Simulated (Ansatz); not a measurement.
Basis-set extrapolation for CH₅BOSi (PBE0-D4/def2-TZVP geometry, frozen core, the Gaussian-basis code of Ansatz). Multiplicity 1, RHF reference.

|  | def2-TZVPP | def2-QZVPP |
| --- | --- | --- |
| HF | -429.228641 | -429.244099 |
| MP2 correlation | -0.635849 | -0.680002 |
| CCSD(T) correlation | -0.701317 | not run |

Energies in hartree. Use E(X) = E(∞) + A·exp(−7.88·√X) for Hartree–Fock and E(X) = E(∞) + B·X^(−2.97) for correlation, with X = 3 and 4, and add CCSD(T) minus MP2 of the smaller set to the MP2 limit.

Question: What is the CCSD(T) energy at the basis-set limit?

Answer: HF limit: -429.244099 + (-0.015458) × 0.13774 = -429.24623. MP2 limit: -0.680002 + (-0.044153) × 0.74074 = -0.71271. Higher-order term: -0.701317 − (-0.635849) = -0.06547. Total: -430.02441 hartree, 248.0 kJ/mol below CCSD(T)/def2-TZVPP.
